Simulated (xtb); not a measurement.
A run for xtb: GFN2-xTB on GaH5O2 (a complex).

```
$ xtb mol.xyz --gfn 2 --sp --chrg 0 --uhf 0
8

O     -0.44824870    -0.98185870     1.02826451
Ga     0.38575375    -0.38299469    -0.43807130
H     -0.36309947    -0.40264646     1.80230784
H      0.24030760    -1.32181315    -1.67653740
H      1.16036568     0.97718944    -0.36172285
O     -0.31721363     0.59981417     3.45196668
H      0.05647953     0.04445747     4.14515227
H     -1.22197327     0.78529869     3.72688558
```

It printed:

```
[...]
           -------------------------------------------------
          |                Calculation Setup                |
           -------------------------------------------------



molecular fragmentation (1/2 indicates fragments):
11111222
# atoms in fragment 1/2:     5     3
 fragment masses (1/2) :       88.75       18.02
CMA distance (Bohr)    :   7.300
constraining FC (au)   :  0.0500

           -------------------------------------------------
          |                 G F N 2 - x T B                 |
           -------------------------------------------------

        Reference                      10.1021/acs.jctc.8b01176
      * Hamiltonian:
        H0-scaling (s, p, d)           1.850000    2.230000    2.230000
        zeta-weighting                 0.500000
      * Dispersion:
        s8                             2.700000
        a1                             0.520000
        a2                             5.000000
        s9                             5.000000
      * Repulsion:
        kExp                           1.500000    1.000000
        rExp                           1.000000
      * Coulomb:
        alpha                          2.000000
        third order                    shell-resolved
        anisotropic                    true
        a3                             3.000000
        a5                             4.000000
        cn-shift                       1.200000
        cn-exp                         4.000000
        max-rad                        5.000000


          ...................................................
          :                      SETUP                      :
          :.................................................:
          :  # basis functions                  23          :
          :  # atomic orbitals                  22          :
          :  # shells                           12          :
          :  # electrons                        20          :
          :  max. iterations                   250          :
          :  Hamiltonian                  GFN2-xTB          :
          :  restarted?                      false          :
          :  GBSA solvation                  false          :
          :  PC potential                    false          :
          :  electronic temp.          300.0000000     K    :
          :  accuracy                    1.0000000          :
          :  -> integral cutoff          0.2500000E+02      :
          :  -> integral neglect         0.1000000E-07      :
          :  -> SCF convergence          0.1000000E-05 Eh   :
          :  -> wf. convergence          0.1000000E-03 e    :
          :  Broyden damping             0.4000000          :
          :  net charge                          0          :
          :  unpaired electrons                  0          :
          ...................................................

 iter      E             dE          RMSdq      gap      omega  full diag
   1    -11.9191495 -0.119191E+02  0.152E+01    5.13       0.0  T
   2    -11.9438446 -0.246951E-01  0.878E+00    5.32       1.0  T
   3    -11.9441781 -0.333566E-03  0.910E-01    5.14       1.0  T
   4    -11.9446842 -0.506050E-03  0.319E-01    5.22       1.0  T
   5    -11.9446843 -0.149029E-06  0.805E-02    5.22       1.0  T
   6    -11.9446894 -0.511961E-05  0.276E-02    5.23       1.3  T
   7    -11.9446903 -0.823961E-06  0.108E-02    5.23       3.3  T
   8    -11.9446904 -0.983556E-07  0.216E-03    5.23      16.4  T
   9    -11.9446904 -0.647107E-09  0.886E-04    5.23      39.9  T
  10    -11.9446904 -0.389614E-09  0.743E-05    5.23     476.0  T

   *** convergence criteria satisfied after 10 iterations ***

         #    Occupation            Energy/Eh            Energy/eV
      -------------------------------------------------------------
         1        2.0000           -0.7024982             -19.1159
       ...           ...                  ...                  ...
         4        2.0000           -0.5700466             -15.5118
         5        2.0000           -0.5404006             -14.7050
         6        2.0000           -0.5166445             -14.0586
         7        2.0000           -0.4685456             -12.7498
         8        2.0000           -0.4480548             -12.1922
         9        2.0000           -0.4391548             -11.9500
        10        2.0000           -0.4164410             -11.3319 (HOMO)
        11                         -0.2242945              -6.1034 (LUMO)
        12                         -0.1614419              -4.3931
        13                         -0.0803745              -2.1871
        14                         -0.0426171              -1.1597
        15                          0.0127490               0.3469
       ...                                ...                  ...
        22                          1.1385298              30.9810
      -------------------------------------------------------------
                  HL-Gap            0.1921465 Eh            5.2286 eV
             Fermi-level           -0.3203678 Eh           -8.7177 eV

 SCC (total)                   0 d,  0 h,  0 min,  0.003 sec
 SCC setup                      ...        0 min,  0.000 sec (  2.361%)
 Dispersion                     ...        0 min,  0.000 sec (  1.028%)
 classical contributions        ...        0 min,  0.000 sec (  0.503%)
 integral evaluation            ...        0 min,  0.000 sec ( 16.192%)
 iterations                     ...        0 min,  0.001 sec ( 50.795%)
 molecular gradient             ...        0 min,  0.001 sec ( 27.112%)
 printout                       ...        0 min,  0.000 sec (  1.783%)

         :::::::::::::::::::::::::::::::::::::::::::::::::::::
         ::                     SUMMARY                     ::
         :::::::::::::::::::::::::::::::::::::::::::::::::::::
         :: total energy             -11.885494559064 Eh    ::
         :: gradient norm              0.028458532630 Eh/a0 ::
         :: HOMO-LUMO gap              5.228572381937 eV    ::
         ::.................................................::
         :: SCC energy               -11.944691526152 Eh    ::
         :: -> isotropic ES            0.071494320939 Eh    ::
         :: -> anisotropic ES         -0.000480288223 Eh    ::
         :: -> anisotropic XC         -0.000712914836 Eh    ::
         :: -> dispersion             -0.002382074750 Eh    ::
         :: repulsion energy           0.059196967088 Eh    ::
         :: add. restraining           0.000000000000 Eh    ::
         :: total charge               0.000000000000 e     ::
         :::::::::::::::::::::::::::::::::::::::::::::::::::::

           -------------------------------------------------
          |                Property Printout                |
           -------------------------------------------------

    * Orbital Energies and Occupations

         #    Occupation            Energy/Eh            Energy/eV
      -------------------------------------------------------------
         1        2.0000           -0.7024982             -19.1159
         2        2.0000           -0.6588496             -17.9282
         3        2.0000           -0.5878294             -15.9957
         4        2.0000           -0.5700466             -15.5118
         5        2.0000           -0.5404006             -14.7050
         6        2.0000           -0.5166445             -14.0586
         7        2.0000           -0.4685456             -12.7498
         8        2.0000           -0.4480548             -12.1922
         9        2.0000           -0.4391548             -11.9500
        10        2.0000           -0.4164410             -11.3319 (HOMO)
        11                         -0.2242945              -6.1034 (LUMO)
Note: The following floating-point exceptions are signalling: IEEE_UNDERFLOW_FLAG IEEE_DENORMAL
normal termination of xtb
        12                         -0.1614419              -4.3931
        13                         -0.0803745              -2.1871
        14                         -0.0426171              -1.1597
        15                          0.0127490               0.3469
        16                          0.0569395               1.5494
        17                          0.0596167               1.6223
        18                          0.1782018               4.8491
        19                          0.2200879               5.9889
        20                          0.4524665              12.3122
        21                          0.9603951              26.1337
        22                          1.1385298              30.9810
      -------------------------------------------------------------
                  HL-Gap            0.1921465 Eh            5.2286 eV
             Fermi-level           -0.3203678 Eh           -8.7177 eV

     #   Z          covCN         q      C6AA      α(0)
     1   8 O        1.559    -0.480    22.522     6.403
     2  31 Ga       2.565     0.186   214.020    32.807
     3   1 H        0.811     0.349     0.589     1.205
     4   1 H        0.903    -0.036     3.783     3.043
     5   1 H        0.901    -0.048     4.043     3.146
     6   8 O        1.610    -0.561    24.269     6.649
     7   1 H        0.805     0.295     0.737     1.348
     8   1 H        0.805     0.295     0.737     1.348

 Mol. C6AA /au·bohr⁶  :        906.645517
 Mol. C8AA /au·bohr⁸  :      47152.612843
 Mol. α(0) /au        :         55.949697


Wiberg/Mayer (AO) data.
largest (>0.10) Wiberg bond orders for each atom

 ---------------------------------------------------------------------------
     #   Z sym  total        # sym  WBO       # sym  WBO       # sym  WBO
 ---------------------------------------------------------------------------
     1   8 O    2.265 --     2 Ga   1.308     3 H    0.804
     2  31 Ga   2.936 --     1 O    1.308     4 H    0.785     5 H    0.779
     3   1 H    0.878 --     1 O    0.804
     4   1 H    0.998 --     2 Ga   0.785     5 H    0.147
     5   1 H    0.998 --     2 Ga   0.779     4 H    0.147
     6   8 O    1.881 --     8 H    0.912     7 H    0.912
     7   1 H    0.913 --     6 O    0.912
     8   1 H    0.913 --     6 O    0.912
 ---------------------------------------------------------------------------

Topologies differ in total number of bonds
Writing topology from bond orders to xtbtopo.mol

molecular dipole:
                 x           y           z       tot (Debye)
 q only:       -0.132       0.319       0.980
   full:       -0.141       0.358       1.078       2.910
molecular quadrupole (traceless):
                xx          xy          yy          xz          yz          zz
 q only:       -3.453      -2.172      -7.754      -3.556      -0.247      11.208
  q+dip:       -4.879      -2.268      -9.710      -4.988      -0.008      14.589
   full:       -2.832      -4.841     -10.508      -3.694      -0.731      13.340


           -------------------------------------------------
          | TOTAL ENERGY              -11.885494559064 Eh   |
          | GRADIENT NORM               0.028458532630 Eh/α |
          | HOMO-LUMO GAP               5.228572381937 eV   |
           -------------------------------------------------

------------------------------------------------------------------------
------------------------------------------------------------------------
 total:
 SCF:
```

The run finished.

Cost: roughly 0.020 core-seconds.
